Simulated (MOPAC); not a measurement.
Input file for MOPAC: AM1 on CH5BO2 (SMILES CB(O)O), a point of a torsion scan.

```
AM1 1SCF PRECISE CHARGE=0 THREADS=1
CH5BO2

C     -0.31769988 1    -0.91955383 1    -1.03880733 1
B      0.58014078 1     0.00116444 1    -0.09321536 1
O      1.21469989 1     1.07887444 1    -0.61390088 1
O      0.58400561 1    -0.13417553 1     1.26307543 1
H     -0.35783149 1    -1.96068537 1    -0.72663807 1
H      0.00947830 1    -0.88858056 1    -2.07286666 1
H     -1.33426360 1    -0.53191917 1    -1.01110007 1
H      1.22681792 1     1.85344906 1    -0.05456213 1
H      0.12112142 1    -0.89158682 1     1.61625610 1
```

Program output:

```
*******************************************************************************
 **                                                                           **
 **                              MOPAC v23.2.5                                **
 **                                                                           **
 *******************************************************************************
 ** MOPAC's Digital Object Identifier: https://doi.org/10.5281/zenodo.6511958 **
 **                                                                           **
 ** Please cite the open-source release paper for use of this MOPAC version:  **
 ** J. E. Moussa and J. J. P. Stewart (2026)                                  **
 ** MOPAC: An open-source semiempirical molecular orbital program             **
 ** J. Open Source Softw., 11(119), 8025, https://doi.org/10.21105/joss.08025 **
 *******************************************************************************

                              AM1 CALCULATION RESULTS

 *******************************************************************************
 *  AM1        - The AM1 Hamiltonian to be used
 *
 *
 *
 *                 CHARGE ON SYSTEM = 0
 *
 *
 *
 *  PRECISE    - TIGHTER CRITERIA TO BE USED
 *  1SCF       - DO 1 SCF AND THEN STOP
 *  THREADS=1  - MULTI-THREADING NOT USED
 *  T=         - A TIME OF 172800.0 SECONDS REQUESTED
 *  DUMP=N     - RESTART FILE WRITTEN EVERY 7200.0 SECONDS REQUESTED
 *******************************************************************************
AM1 1SCF PRECISE CHARGE=0 THREADS=1
 CH5BO2

   ATOM   CHEMICAL          X               Y               Z
  NUMBER   SYMBOL      (ANGSTROMS)     (ANGSTROMS)     (ANGSTROMS)

     1       C         -0.31769988  *  -0.91955383  *  -1.03880733  *
     2       B          0.58014078  *   0.00116444  *  -0.09321536  *
     3       O          1.21469989  *   1.07887444  *  -0.61390088  *
     4       O          0.58400561  *  -0.13417553  *   1.26307543  *
     5       H         -0.35783149  *  -1.96068537  *  -0.72663807  *
     6       H          0.00947830  *  -0.88858056  *  -2.07286666  *
     7       H         -1.33426360  *  -0.53191917  *  -1.01110007  *
     8       H          1.22681792  *   1.85344906  *  -0.05456213  *
     9       H          0.12112142  *  -0.89158682  *   1.61625610  *



          CARTESIAN COORDINATES

    NO.       ATOM           X           Y           Z

     1         C         -0.3177     -0.9196     -1.0388
     2         B          0.5801      0.0012     -0.0932
     3         O          1.2147      1.0789     -0.6139
     4         O          0.5840     -0.1342      1.2631
     5         H         -0.3578     -1.9607     -0.7266
     6         H          0.0095     -0.8886     -2.0729
     7         H         -1.3343     -0.5319     -1.0111
     8         H          1.2268      1.8534     -0.0546
     9         H          0.1211     -0.8916      1.6163

  H: (AM1): M.J.S. DEWAR ET AL, J. AM. CHEM. SOC. 107 3902-3909 (1985)
  B: (AM1): M.J.S. DEWAR ET AL, ORGANOMETALLICS, 7, 513-521 (1988)
  C: (AM1): M.J.S. DEWAR ET AL, J. AM. CHEM. SOC. 107 3902-3909 (1985)
  O: (AM1): M.J.S. DEWAR ET AL, J. AM. CHEM. SOC. 107 3902-3909 (1985)

           Empirical Formula: C H5 O2 B  =     9 atoms



      MOLECULAR POINT GROUP   :   C1


      RHF CALCULATION, NO. OF DOUBLY OCCUPIED LEVELS = 12


 -------------------------------------------------------------------------------
 AM1 1SCF PRECISE CHARGE=0 THREADS=1
 CH5BO2



     1SCF WAS SPECIFIED, SO BFGS WAS NOT USED
     SCF FIELD WAS ACHIEVED


                              AM1 CALCULATION
                                                       MOPAC v23.2.5 Linux




          FINAL HEAT OF FORMATION =       -166.96926 KCAL/MOL =    -698.59939 KJ/MOL


          COSMO AREA              =         97.05 SQUARE ANGSTROMS
          COSMO VOLUME            =         79.31 CUBIC ANGSTROMS

          IONIZATION POTENTIAL    =         11.639970 EV
          HOMO LUMO ENERGIES (EV) =        -11.640  2.112
          NO. OF FILLED LEVELS    =         12
          MOLECULAR WEIGHT        =         59.8593         POINT GROUP:  C1

          MOLECULAR DIMENSIONS (Angstroms)

            Atom       Atom       Distance
            H     8    H     5     4.18455
            H     9    H     6     3.63629
            H     7    O     3     1.73527


          SCF CALCULATIONS        =          1





   ATOM   CHEMICAL          X               Y               Z
  NUMBER   SYMBOL      (ANGSTROMS)     (ANGSTROMS)     (ANGSTROMS)

     1       C         -0.31769988  *  -0.91955383  *  -1.03880733  *
     2       B          0.58014078  *   0.00116444  *  -0.09321536  *
     3       O          1.21469989  *   1.07887444  *  -0.61390088  *
     4       O          0.58400561  *  -0.13417553  *   1.26307543  *
     5       H         -0.35783149  *  -1.96068537  *  -0.72663807  *
     6       H          0.00947830  *  -0.88858056  *  -2.07286666  *
     7       H         -1.33426360  *  -0.53191917  *  -1.01110007  *
     8       H          1.22681792  *   1.85344906  *  -0.05456213  *
     9       H          0.12112142  *  -0.89158682  *   1.61625610  *

                             CARTESIAN COORDINATES

   1    C       -0.317699880    -0.919553830    -1.038807330
   2    B        0.580140780     0.001164440    -0.093215360
   3    O        1.214699890     1.078874440    -0.613900880
   4    O        0.584005610    -0.134175530     1.263075430
   5    H       -0.357831490    -1.960685370    -0.726638070
   6    H        0.009478300    -0.888580560    -2.072866660
   7    H       -1.334263600    -0.531919170    -1.011100070
   8    H        1.226817920     1.853449060    -0.054562130
   9    H        0.121121420    -0.891586820     1.616256100


           Empirical Formula: C H5 O2 B  =     9 atoms



      MOLECULAR POINT GROUP   :   C1


                  EIGENVALUES
 -38.17603 -36.53539 -29.60542 -21.38512 -19.02112 -16.32436 -15.12859 -13.96691
 -13.37914 -13.19126 -12.59447 -11.63997   2.11196   2.90666   4.17950   4.52530
   4.72688   5.09197   5.24067   7.42982   7.96985


              NET ATOMIC CHARGES AND DIPOLE CONTRIBUTIONS

  ATOM NO.   TYPE          CHARGE      No. of ELECS.   s-Pop       p-Pop
    1          C          -0.273041        4.2730     1.22835     3.04469
    2          B           0.232863        2.7671     1.13354     1.63360
    3          O          -0.322203        6.3222     1.83114     4.49106
    4          O          -0.364148        6.3641     1.83013     4.53402
    5          H           0.072543        0.9275     0.92746
    6          H           0.091677        0.9083     0.90832
    7          H           0.083616        0.9164     0.91638
    8          H           0.238468        0.7615     0.76153
    9          H           0.240225        0.7598     0.75978
 DIPOLE           X         Y         Z       TOTAL
 POINT-CHG.    -0.947    -0.422     0.229     1.062
 HYBRID        -0.393    -0.281     0.454     0.663
 SUM           -1.341    -0.703     0.683     1.661


          ATOMIC ORBITAL ELECTRON POPULATIONS

     Atom    s        px        py        pz
    1  C   1.22835   1.00969   1.00170   1.03329
    2  B   1.13354   0.43348   0.57913   0.62098
    3  O   1.83114   1.73671   1.25429   1.50006
    4  O   1.83013   1.70426   1.48425   1.34551
    5  H   0.92746
    6  H   0.90832
    7  H   0.91638
    8  H   0.76153
    9  H   0.75978

 **********************
 *                    *
 * JOB ENDED NORMALLY *
 *                    *
 **********************




 == MOPAC DONE ==
```

The run finished.

Cost: around 0.020 core-seconds (rough).
